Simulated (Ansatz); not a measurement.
Ansatz (a program for electronic structure) input for Sr(F)2 anion (F2Sr), SMILES [F][Sr][F] (connectivity only; charge and spin as stated), charge -1, multiplicity 2, CAM-B3LYP/def2-TZVPD. Geometry optimised at B3LYP-D3(BJ)/def2-TZVPD. The spin state was assumed, not searched. The isomer is the one that the SMILES or the coordinates give; other isomers of the formula were not compared. The def2 effective core potentials stand for the cores of Sr; spin–orbit coupling is left out.

Ansatz 0.2 input:
```yaml
crystal:
  periodic: [false, false, false]
  atoms:
    - {symbol: Sr, position_ang: [0.00000000, 0.00000000, 0.36358591]}
    - {symbol: F, position_ang: [0.00000000, -1.89426221, -0.76757027]}
    - {symbol: F, position_ang: [0.00000000, 1.89426221, -0.76757027]}
basis:
  gaussian:
    orbitals: def2-TZVPD
hamiltonian:
  xc: {name: CAM-B3LYP}
total_charge: -1
magnetization: {spin_polarized: true, initial_magnetization: 1}
```

It prints:

```
WARN ansatz: RAYON_NUM_THREADS=1 ignored (pool sized by the plan → 1); use --threads N
Functional definition: CAM-B3LYP
integrals: 0.04 GiB planned
707 factors; their error is unknown
integrals: 0.07 GiB planned
241 factors; integrals over basis functions are off by at most 3.6e-5 eV
mean field: 0.47 GiB planned
mean field evaluation 1: about -6274.5221 eV, gradient 7.8e0 eV
mean field evaluation 2: about -6274.8575 eV, gradient 5.8e0 eV
mean field evaluation 4: about -6274.9867 eV, gradient 5.5e-1 eV
mean field evaluation 8: about -6275.0110 eV, gradient 5.7e-2 eV
mean field evaluation 16: about -6275.0112 eV, gradient 1.0e-4 eV
mean field -6275.01118298 eV, -230.6024076190 hartree, gradient 1.7e-5 eV, S^2 0.750075; 1 other end points of the search recorded, 0 dependent functions left out
reference -6275.01128929 eV, -230.6024115258 hartree; 15, 14 occupied and 98, 99 virtual orbitals, 707 factors
Total energy: -6275.01128929 eV, -230.6024115258 hartree
```

The calculation finished and met its thresholds.
